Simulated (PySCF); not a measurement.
## `C#C[C@@H](C[SiH3])C[SiH2]C=C`: 4 charge schemes on one density

C₇H₁₄Si₂.
Structure used (PBE0-D3(BJ)/def2-SVP), in Å, numbered top down from 1:
```xyz
23
C7H14Si2 angstrom
C     -2.807    0.304    2.231
C     -1.976   -0.005    1.406
C     -0.975   -0.365    0.399
C     -1.554   -0.267   -1.024
Si    -3.159   -1.222   -1.328
C      0.300    0.479    0.584
Si     1.750    0.031   -0.548
C      3.330    0.803    0.090
C      4.387    0.094    0.504
H     -3.544    0.578    2.963
H     -0.710   -1.424    0.579
H     -1.725    0.792   -1.283
H     -0.808   -0.642   -1.746
H     -3.408   -1.280   -2.802
H     -3.026   -2.620   -0.813
H     -4.332   -0.572   -0.674
H      0.055    1.547    0.447
H      0.655    0.380    1.623
H      1.487    0.502   -1.945
H      1.921   -1.457   -0.577
H      3.396    1.899    0.136
H      4.391   -1.002    0.483
H      5.299    0.572    0.880
```

Density: PBE0/pcSseg-1 (PySCF); schemes: Mulliken, IAO, Hirshfeld and ESP-fitted. One conformer (not necessarily the lowest) at the PBE0-D3(BJ)/def2-SVP geometry, without solvent, vibrations or thermal averaging.

Question: At which atom do the 4 schemes differ most?

Answer: At C3: from -0.305 (Mulliken) to +0.556 e (ESP-fitted), 0.861 e apart.

Question: Which atoms carry the lowest charge in the Mulliken, IAO, Hirshfeld and ESP-fitted schemes?

Answer: The schemes don't all agree: Mulliken C8 (-0.486); IAO C6 (-0.529); Hirshfeld C6 (-0.153); ESP-fitted C6 (-0.600).

Question: Do the Mulliken, IAO, Hirshfeld and ESP-fitted schemes agree on where the charge is highest?

Answer: The schemes don't all agree: Mulliken Si7 (+0.679); IAO Si7 (+0.746); Hirshfeld Si7 (+0.332); ESP-fitted C3 (+0.556).

Question: Give the atomic charges in each scheme.

Answer: In e:

| atom | environment | Mulliken | IAO | Hirshfeld | ESP-fitted |
| --- | --- | --- | --- | --- | --- |
| C1 | terminal alkyne carbon | -0.394 | -0.252 | -0.119 | -0.371 |
| C2 | alkyne carbon | +0.286 | -0.036 | -0.034 | -0.224 |
| C3 | propargylic carbon | -0.305 | -0.097 | -0.005 | +0.556 |
| C4 | sp3 carbon bound to silicon | -0.483 | -0.524 | -0.149 | -0.380 |
| Si5 | SiH3 silicon | +0.502 | +0.588 | +0.303 | +0.321 |
| C6 | sp3 carbon bound to silicon | -0.460 | -0.529 | -0.153 | -0.600 |
| Si7 | SiH2 silicon | +0.679 | +0.746 | +0.332 | +0.493 |
| C8 | alkene CH carbon | -0.486 | -0.421 | -0.138 | -0.282 |
| C9 | terminal =CH2 carbon | -0.176 | -0.267 | -0.079 | -0.345 |
| H10 | alkyne hydrogen | +0.062 | +0.200 | +0.094 | +0.296 |
| H11 | methine hydrogen | +0.161 | +0.154 | +0.047 | -0.004 |
| H12 | methylene hydrogen | +0.150 | +0.147 | +0.042 | +0.124 |
| H13 | methylene hydrogen | +0.172 | +0.144 | +0.041 | +0.102 |
| H14 | Si–H hydrogen | -0.091 | -0.116 | -0.081 | -0.097 |
| H15 | Si–H hydrogen | -0.083 | -0.117 | -0.079 | -0.097 |
| H16 | Si–H hydrogen | -0.069 | -0.108 | -0.079 | -0.071 |
| H17 | methylene hydrogen | +0.150 | +0.147 | +0.040 | +0.160 |
| H18 | methylene hydrogen | +0.160 | +0.154 | +0.041 | +0.169 |
| H19 | Si–H hydrogen | -0.074 | -0.128 | -0.083 | -0.136 |
| H20 | Si–H hydrogen | -0.090 | -0.128 | -0.081 | -0.118 |
| H21 | vinylic hydrogen | +0.136 | +0.150 | +0.044 | +0.163 |
| H22 | vinylic hydrogen | +0.126 | +0.143 | +0.046 | +0.172 |
| H23 | vinylic hydrogen | +0.127 | +0.148 | +0.049 | +0.168 |

Mean size of the charges over all atoms: ESP-fitted 0.237 e, IAO 0.237 e, Mulliken 0.236 e, Hirshfeld 0.094 e. Each set sums to the total charge, 0, to within 0.001 e. The Hirshfeld scheme divides the density at each point in proportion to the densities of the neutral, spherically averaged free atoms.

Question: Sum the charges by element.

Answer: 
```
element  atoms  Mulliken     IAO  Hirshfeld  ESP-fitted
      C      7    -2.017  -2.125     -0.676      -1.647
     Si      2    +1.181  +1.334     +0.635      +0.815
      H     14    +0.836  +0.791     +0.041      +0.833
```

Question: How many electrons does the IAO scheme count on C2?

Answer: Z − q = 6 − (-0.036) = 6.036.
